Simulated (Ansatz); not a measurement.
Geometry optimisation, RHF/def2-SVP (Ansatz 0.2.0).

input.yaml

```yaml
crystal:
  periodic: [false, false, false]
  atoms:
    - { symbol: Si, position_ang: [0.368448, 0.057955, -0.131407] }
    - { symbol: F, position_ang: [0.325291, -0.056866, 1.461908] }
    - { symbol: H, position_ang: [1.778667, -0.10423, -0.507657] }
    - { symbol: H, position_ang: [-0.184369, 1.316964, -0.613625] }
    - { symbol: F, position_ang: [-0.403151, -1.204481, -0.735364] }
    - { symbol: "N", position_ang: [-2.410602, 0.084176, 1.05022] }
    - { symbol: H, position_ang: [-2.962978, -0.694801, 0.728012] }
    - { symbol: H, position_ang: [-3.032798, 0.753866, 1.467079] }
    - { symbol: H, position_ang: [-1.770809, -0.258584, 1.777734] }
basis:
  gaussian: { orbitals: def2-SVP }
hamiltonian:
  xc: hf
relax:
  f_tol: 0.03
  max_steps: 50
```

Launched with:

```bash
$ ansatz run input.yaml --threads 1 --pin off --max-ram 2048MiB --backend cpu --events-out ev --progress --plain --runs-dir out
```

Question: Where does it end, and by what steps?

Answer: It converged. The force dipped under the threshold on the way, but the program's further checks kept it going. After 8 steps the energy has fallen by 0.074 eV; H9 moved furthest, 0.41 Å.

```
step  energy less start (eV)  largest force component (eV/Å)  accepted
   0                  0.0000                           0.929       yes
   1                 -0.0514                           0.481       yes
   2                 -0.0387                           1.139        no
   3                 -0.0645                           0.142       yes
   4                 -0.0708                           0.054       yes
   5                 -0.0731                           0.027       yes
   6                 -0.0719                           0.243        no
   7                 -0.0740                           0.083       yes
   8                 -0.0743                           0.012       yes
```

```xyz
9
Properties=species:S:1:pos:R:3
Si 0.380 0.050 -0.119
F 0.561 -0.090 1.466
H 1.734 -0.038 -0.685
H -0.270 1.300 -0.496
F -0.404 -1.234 -0.667
N -2.351 0.055 1.107
H -2.865 -0.660 0.621
H -2.976 0.827 1.261
H -2.101 -0.315 2.008
```

Whether the end is a true minimum wasn't checked by a vibrational analysis.

Time of the run: 13 s on 1 thread of Arm Neoverse V1, with other jobs on the host, peak memory 0.14 GiB.
